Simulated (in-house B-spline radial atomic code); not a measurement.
The silicon ion Si⁵⁺: [He] 2s2 (2p1/2)2 (2p3/2)2 (5g7/2)1 (an excited or competing configuration)

Level of theory: Dirac-Hartree-Fock, average of the jj configuration, Fermi nucleus of rms radius 3.1224 fm; calculated with a radial B-spline atomic code at the basis-set limit.

Effective charges: Z_r = [3n² - l(l+1)]/(2<r>) from the radius, Z_e = n√(-2ε) from the energy, and Slater's rules. Values are occupation-weighted means over j.

| shell | electrons | ε (eV) | <r> (bohr) | Z_r | Z_e | Slater |
| --- | --- | --- | --- | --- | --- | --- |
| 1s | 2 | -2031.1 | 0.1108 | 13.54 | 12.22 | 13.70 |
| 2s | 2 | -288.67 | 0.5311 | 11.30 | 9.21 | 10.55 |
| 2p | 4 | -246.39 | 0.4841 | 10.33 | 8.51 | 10.55 |
| 5g | 1 | -19.593 | 4.583 | 6.00 | 6.00 | - |

The least bound orbital is 5g7/2 at -19.59 eV, and it is also the most diffuse (<r> = 4.583 bohr).

For the 1s electron the small component carries 0.247 % of the norm, the zero-frequency Breit interaction raises the level by 1.116 eV, self-energy by 0.4801 eV, and vacuum polarisation lowers it by 0.02981 eV.
